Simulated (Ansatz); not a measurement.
Frontier orbitals of H5ISi2 (`[SiH3][SiH2]I`).

```xyz
8

Si    1.043    0.124   -0.628
Si   -0.893   -0.356    0.587
I    -2.124    1.741    0.889
H     1.836   -1.116   -0.846
H     1.861    1.105    0.131
H     0.660    0.703   -1.941
H    -1.788   -1.302   -0.127
H    -0.594   -0.899    1.936
```

Charge 0, multiplicity 1. Correlated methods include outer-core shells of I, which these sets cover unevenly. I takes the def2 core potential. The geometry is a stationary point of PBE0-D4/def2-TZVP. Basis def2-TZVPP, the Gaussian-basis code of Ansatz.

| functional | HOMO (eV) | LUMO (eV) | gap (eV) |
| --- | --- | --- | --- |
| PBE | -6.42 | -1.89 | 4.53 |
| revPBE | -6.38 | -1.81 | 4.57 |
| BLYP | -6.24 | -1.74 | 4.50 |
| r2SCAN | -6.70 | -1.63 | 5.07 |
| B97M-V | -6.76 | -1.71 | 5.05 |
| PBE0 | -7.51 | -1.07 | 6.44 |
| HSE06 (plane-wave form) | -7.12 | -1.44 | 5.68 |
| ωB97M-V | -9.56 | 0.70 | 10.26 |
| HF | -9.93 | 2.13 | 12.06 |

Against PBE, PBE0 changes HOMO and LUMO by −1.09 and +0.82 eV, ωB97M-V by −3.14 and +2.59 eV. A gap of 4.53 eV thus becomes 10.26 eV for the same molecule, so an orbital gap means little without its functional. A positive LUMO is unbound and depends on the basis.
